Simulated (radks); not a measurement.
Valence configurations of neutral magnesium (all share [Ne]). All-electron calculation, non-relativistic Kohn-Sham, PBE, spin-polarised, spherical densities, point nucleus; open shells are filled with parallel spins first. Program: a radial shooting solver on a logarithmic mesh with Libxc functionals. Energies are relative to 3s2; eigenvalues in eV for spin up.

valence      E (eV)  moment (Bohr magnetons)   e(3p)   e(3s)
3s2           0.000                        0       -  -4.699
3s1.5 3p0.5   1.515                        1  -1.997  -5.515
3s1 3p1       2.708                        2  -2.438  -6.134
3s0.5 3p1.5   4.568                        2  -2.748  -6.489
3p2           6.446                        2  -3.033       -

NIST lists [Ne] 3s2 as the ground configuration; this level of theory agrees among the configurations tried. The energies are those of spherical high-spin densities, not of single terms.
